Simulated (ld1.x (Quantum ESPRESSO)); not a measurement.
# Configuration tests for P (Z = 15) (ultrasoft)

ld1.x (Quantum ESPRESSO) 7.5 input, shortened:

```
&input
   title='P', zed=15., rel=1, dft='PZ', iswitch=3,
   config='[Ne] 3s2 3p2.5 3d-2'
 /
 &inputp
   pseudotype=3, tm=.true., lloc=-1, rcloc=1.40,
   nlcc=.false.,
   which_augfun='PSQ', rmatch_augfun_nc=.true.
 /
5
3S  1  0   2.00   0.00  1.55  1.75  0.0
3S  1  0   0.00  -0.80  1.55  1.75  0.0
3P  2  1   2.50   0.00  1.20  1.65  0.0
3P  2  1   0.00   1.30  1.20  1.65  0.0
3D  3  2  -2.00   0.25  1.30  1.60  0.0
 &test
   configts(1)='3s2 3p2.5'
 /
```

Energies are relative to the spin-unpolarised reference configuration 3s2 3p2.5; without spin polarisation the order of configurations can differ from experiment. Spin-polarised rows fill each open shell by Hund’s rule, majority spin first.

```json
{"valence configuration": "3s2 3p3", "charge": "0", "ΔE all-electron (eV)": "-3.821", "error AE − PS (meV)": "+0.7"}
{"valence configuration": "3s2 3p2", "charge": "+1", "ΔE all-electron (eV)": "6.000", "error AE − PS (meV)": "+0.7"}
{"valence configuration": "3s2 3p1", "charge": "+2", "ΔE all-electron (eV)": "25.249", "error AE − PS (meV)": "+18"}
{"valence configuration": "3s2 3p0", "charge": "+3", "ΔE all-electron (eV)": "55.144", "error AE − PS (meV)": "+108"}
{"valence configuration": "3s0 3p5", "charge": "0", "ΔE all-electron (eV)": "13.315", "error AE − PS (meV)": "+46"}
{"valence configuration": "3s1 3p3", "charge": "+1", "ΔE all-electron (eV)": "15.072", "error AE − PS (meV)": "+12"}
{"valence configuration": "3s2 3p3.3", "charge": "-0.3", "ΔE all-electron (eV)": "-5.157", "error AE − PS (meV)": "+1.2"}
{"valence configuration": "3s2 3p2.5 (spin-polarised)", "charge": "+0.5", "ΔE all-electron (eV)": "-1.177", "error AE − PS (meV)": "+118"}
{"valence configuration": "3s2 3p3 (spin-polarised)", "charge": "0", "ΔE all-electron (eV)": "-5.331", "error AE − PS (meV)": "+138"}
```
